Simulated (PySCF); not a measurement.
# Sound and unsound settings

Molecule: SMILES C1(=N)CC(C#C)C1, C6H7N; geometry GFN2-xTB.

Bonds (- single, = double, # triple, : aromatic): C1#C2 1.197 Å, C2-C3 1.442 Å, C3-C4 1.549 Å, C4-C5 1.514 Å, C5=N6 1.248 Å, C5-C7 1.501 Å, C7-C3 1.550 Å. C1 carries H8; C3 carries H9; C4 carries H10, H11; N6 carries H12; C7 carries H13, H14. H11, H13 are cis to C2 on the ring; H10, H14 are trans to C2 on the ring.

All runs: PySCF 2.14.0 with density-fitted response routines, non-relativistic, gas phase unless a solvent (IEF-PCM) is named; grid level 2, GIAOs and SCF threshold 1e-9 unless changed. The yardstick, PBE0/pcSseg-1, gives these isotropic shieldings σ (ppm, equivalent atoms averaged): C5 6.4, N6 -80.1, H12 21.00, H14 28.40, H10 28.69, H11 28.82, H9 28.86.

Question: What do these inputs give? (1) KT2/6-311+G(2d,p); diis off; max_cycle 100; (2) KT2/6-311+G(2d,p); diis off; max_cycle 100; (3) PBE0/STO-3G; max_cycle 72; squeeze 0.8; altered: squeeze 0.8; (4) BLYP/pcSseg-1; diis off; max_cycle 51; (5) KT3/pcSseg-1; guess huckel; (6) OPBE/pcSseg-1

Answer: 
```
run        outcome  functions  wall time     C5     N6    H12    H14    H10    H11     H9
  1  not converged        231    2.8 min      –      –      –      –      –      –      –
  2  not converged        231    3.6 min      –      –      –      –      –      –      –
  3      converged         42      3.1 s  108.3   27.9  20.64  30.03  30.37  30.11  30.17
  4  not converged        154       60 s      –      –      –      –      –      –      –
  5      converged        154       26 s   16.8  -56.2  21.38  28.38  28.66  28.81  28.76
  6      converged        154       30 s   15.6  -63.2  20.86  28.28  28.57  28.67  28.67
```

Times are on shared hosts with different chips, so compare them loosely.

Question: Comment on the technical settings and failures.

Answer: 
- Run 1: The SCF stopped after 100 cycles without meeting its threshold, with DIIS switched off and the cycle limit at 100, so no response property followed.
- Run 2: The SCF stopped after 100 cycles without meeting its threshold, with DIIS switched off and the cycle limit at 100, so no response property followed.
- Run 3: The orbital basis differs from the yardstick's, which in itself moves the values. One bond was set to 0.8 of its length. The cycle limit changes the path of the SCF (10 cycles), not the solution, provided the same state is reached. With 42 functions the basis is far too small for magnetic properties.
- Run 4: The SCF stopped after 51 cycles without meeting its threshold, with DIIS switched off and the cycle limit at 51, so no response property followed.
- Run 5: The functional differs from the yardstick's, which in itself moves the values. The starting guess changes the path of the SCF (16 cycles), not the solution, provided the same state is reached.

Runs 1, 2, 3, 4 were set up unsoundly or failed; their numbers aren't to be quoted as properties of the molecule.
